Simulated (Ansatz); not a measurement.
Isolated molecules relaxed with PBE0-D4/def2-TZVP in Ansatz; ΔE leaves out vibrations. CCSD(T)/CBS is the MP2 limit (def2-TZVPP, def2-QZVPP) plus CCSD(T) − MP2 in def2-TZVPP, frozen cores. Functionals use def2-TZVPP. def2 core potentials past Kr. For Ge, Hf, I outer-core shells are correlated without core-valence functions, which leaves a few kJ/mol of doubt a bond. Scalar relativity is left out up to krypton. Each species was taken in one conformer, which may not be the lowest.

`[OH][Ge]([Cl])([Cl])[Cl]` + `[Cl][Hf]([Cl])([Cl])[I]` → `[Cl][Ge]([Cl])([Cl])[I]` + `[OH][Hf]([Cl])([Cl])[Cl]`  (redistribution)

(1) Is it downhill or uphill in electronic energy at CCSD(T)/CBS, and by how much? (Estimate.)

(2) What do these levels give: LDA (SPW92), r2SCAN-D4, PBE0-D4, CAM-B3LYP-D4, revPBE, r2SCAN0? (An estimate is asked.)

Largest T1 diagnostic among the species: 0.014.

Results:

(1) Computed: Downhill: ΔE = -32.4 kJ/mol.

(2) The calculation gave: LDA (SPW92) -37.1, r2SCAN-D4 -33.3, PBE0-D4 -36.6, CAM-B3LYP-D4 -43.0, revPBE -38.6, r2SCAN0 -32.1 kJ/mol.

At CCSD(T), def2-SVP lies −6.5 kJ/mol from the extrapolated value and def2-TZVPP +7.2 kJ/mol. From PBE to PBE0 (25 % exact exchange), in def2-TZVPP and without D4, ΔE moves by +3.0 kJ/mol. In def2-TZVPP, CCSD(T) changes the Hartree–Fock value by +3.9 kJ/mol (the triples alone add +3.2 kJ/mol) and MP2 by +6.2 kJ/mol.
